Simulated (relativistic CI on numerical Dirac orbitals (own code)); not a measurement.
Fe⁶⁺: resonant inelastic scattering at the M2,3 edge

Computed with this model: Dirac-Coulomb-Breit CI, separate exchange-only KLI orbitals for each configuration, QED by a radiative potential, valence Slater integrals scaled by 0.8, Kramers-Heisenberg scattering through one core-hole configuration in a parametric crystal field; configurations [Ar] 3d2 → [Ne] 3s2 3p5 3d3; 10 K; core-hole width 0.8 eV; summed over polarisations. Incident energies are the highest absorption maxima for each field (at most a few, so the weaker spin-orbit partner edge can be absent), on the computed scale of the free ion. Intensities are in per cent of the strongest line above 0.02 eV; levels within 1 cm⁻¹ are merged; final levels count from the ground level, the first row holds all elastic scattering, lines under 0.4 are left out and each table stops after 24 rows. The scale of the Slater integrals is a model choice and moves the terms in proportion.

Field parameters in Wybourne normalisation: Td as Oh with Dq negative (B⁴₀ = 21Dq, B⁴₄ = √(5/14) B⁴₀). The field is a parameter set, without covalency.

S is read from ⟨S²⟩ = S(S + 1).

Td, 10Dq = -2600 cm⁻¹:

```
Final level (eV)  Degeneracy  Irrep     S  64.2 eV  71 eV  74.9 eV
           0.000           3     T2  1.00     82.0  218.5     94.5
           0.304           2      E  1.00     27.3   75.7     57.7
           0.325           1     A2  1.00      4.3    1.2     11.2
           0.351           3     T2  1.00     20.6   72.8     46.0
           0.365           3     T1  1.00     19.2   46.5     57.3
           0.581           3     T2  1.00      4.1  100.0     29.7
           0.623           2      E  1.00      2.5   33.4     12.3
           0.689           3     T1  1.00      1.9   55.5     17.5
           0.728           1     A1  1.00      0.5   15.9      4.4
           2.197           2      E  0.06      0.0    4.6      2.9
           2.421           3     T2  0.15      0.0    6.9      2.4
           2.700           1     A1  1.00      0.0    1.7     32.7
           2.747           3     T1  1.00      0.0    4.2     61.0
           2.835           2      E  0.98      0.0    1.4     11.9
           2.853           3     T2  0.94      0.0    5.2     24.8
```

Td, 10Dq = -5900 cm⁻¹:

| Final level (eV) | Degeneracy | Irrep | S | 64.7 eV | 71.6 eV | 75.4 eV |
| --- | --- | --- | --- | --- | --- | --- |
| 0.000 | 3 | T2 | 1.00 | 60.4 | 183.0 | 44.9 |
| 0.712 | 1 | A2 | 1.00 | 4.8 | 2.3 | 9.9 |
| 0.728 | 2 | E | 1.00 | 16.9 | 31.1 | 25.0 |
| 0.733 | 3 | T2 | 1.00 | 17.9 | 41.5 | 31.2 |
| 0.761 | 3 | T1 | 1.00 | 18.9 | 34.2 | 34.2 |
| 1.246 | 3 | T2 | 1.00 | 4.8 | 100.0 | 24.0 |
| 1.263 | 2 | E | 1.00 | 3.6 | 46.8 | 13.7 |
| 1.357 | 3 | T1 | 1.00 | 2.4 | 70.3 | 15.6 |
| 1.402 | 1 | A1 | 1.00 | 0.6 | 20.7 | 4.0 |
| 2.296 | 2 | E | 0.03 | 0.0 | 3.0 | 1.3 |
| 2.904 | 3 | T2 | 0.14 | 0.1 | 4.2 | 1.3 |
| 3.210 | 1 | A1 | 1.00 | 0.0 | 0.4 | 17.7 |
| 3.255 | 3 | T1 | 1.00 | 0.0 | 2.1 | 42.6 |
| 3.329 | 2 | E | 0.99 | 0.1 | 2.4 | 16.2 |
| 3.355 | 3 | T2 | 0.95 | 0.0 | 7.2 | 25.8 |
| 4.327 | 3 | T2 | 0.00 | 0.3 | 0.7 | 0.1 |

For the first field the strongest loss at the lowest incident energy is the level at 0.30 eV (S = 1.00, against 1.00 in the thermal ground state).
